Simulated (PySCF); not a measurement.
Polarisability and C₆ of Rh (rhodium, neutral)

[Kr] 4d8 5s1, high-spin 4F determinant. All numbers are calculated (PySCF 2.14, a scalar-relativistic core potential, in aug-cc-pVDZ-PP with ECP28MDF (5s5p4d2f, 54 functions)). Coupled (time-dependent) response in atomic units; α is the mean over directions. A double-zeta set is small for polarisabilities.

```csv
method,mean α (bohr³),C₆ (like pair),S(−4)
UHF,88.56,780.3,7166
PBE,52.12,431.4,1851
PBE0,56.82,472.7,2351
wB97M-V,68.19,577.0,3813
M06-2X,53.35,435.0,2047
```

S(−4) is the Cauchy moment in α(ω) = α(0) + S(−4) ω² + …

Reference α: 66 ± 10 bohr³ (recommended; Schwerdtfeger and Nagle, table of static dipole polarizabilities (2023 update)). Published C₆: 708.0 (Gould and Bucko (2016)).

Spin-orbit coupling is absent.

Hartree-Fock lies above the reference because it lacks correlation, which contracts the outer shell.

α(iu) at wB97M-V:

| u (hartree) | α(iu) (bohr³) |
| --- | --- |
| 0 | 68.19 |
| 0.0500 | 60.07 |
| 0.100 | 45.53 |
| 0.200 | 26.15 |
| 0.300 | 17.39 |
| 0.500 | 10.40 |
| 0.750 | 7.070 |
| 1.00 | 5.334 |
| 1.50 | 3.402 |
| 2.00 | 2.346 |
| 3.00 | 1.288 |
| 5.00 | 0.5456 |

Energies and moments cover only the electrons outside the core potential.
